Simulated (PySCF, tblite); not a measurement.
Isomers of [C7H10N]+ (charge +1), one GFN2-xTB conformer each. Single-point energies are computed at PBE0/pcSseg-1 (PySCF, gas phase, no added dispersion term), electronic only.

| SMILES | GFN2-xTB relative energy (kJ/mol) |
| --- | --- |
| CC[n+]1ccccc1 | 0.0 |
| C#C/C=[N+](\C)CC=C | 310.0 |

Conformers: `[CH3:1][CH2:2][n+:3]1[cH:4][cH:5][cH:6][cH:7][cH:8]1` (charge +1) with C1–C2–N3–C4 -88°; `[CH:1]#[C:2]/[CH:3]=[N+:4](\[CH3:5])[CH2:6][CH:7]=[CH2:8]` (charge +1) with C3–N4–C6–C7 -20°, N4–C6–C7–C8 121°.

Q: What does PBE0/pcSseg-1 give for the same structures?

A: 
```csv
SMILES,PBE0/pcSseg-1 E (Eh),PBE0/pcSseg-1 (kJ/mol),GFN2-xTB (kJ/mol),point group
CC[n+]1ccccc1,-326.84918,0.0,0.0,Cs
C#C/C=[N+](\C)CC=C,-326.71964,340.1,310.0,C1
```

Both levels put the same isomer lowest. 

Q: Which frontier levels and rotational constants go with these structures?

A: 
```json
{"SMILES": "CC[n+]1ccccc1", "HOMO (eV, PBE0/pcSseg-1)": "-13.08", "LUMO (eV)": "-6.63", "A, B, C (MHz)": "4646, 1560, 1295"}
{"SMILES": "C#C/C=[N+](\\C)CC=C", "HOMO (eV, PBE0/pcSseg-1)": "-12.10", "LUMO (eV)": "-7.32", "A, B, C (MHz)": "3893, 1170, 933.8"}
```

Q: What happens when harmonic zero-point energies from GFN2-xTB frequencies are added?

A: 
```json
{"SMILES": "CC[n+]1ccccc1", "ZPE (kJ/mol)": "403.3", "electronic (kJ/mol)": "0.0", "with ZPE (kJ/mol)": "0.0"}
{"SMILES": "C#C/C=[N+](\\C)CC=C", "ZPE (kJ/mol)": "387.6", "electronic (kJ/mol)": "340.1", "with ZPE (kJ/mol)": "324.4"}
```

The zero-point energies span 15.7 kJ/mol. The order is unchanged.
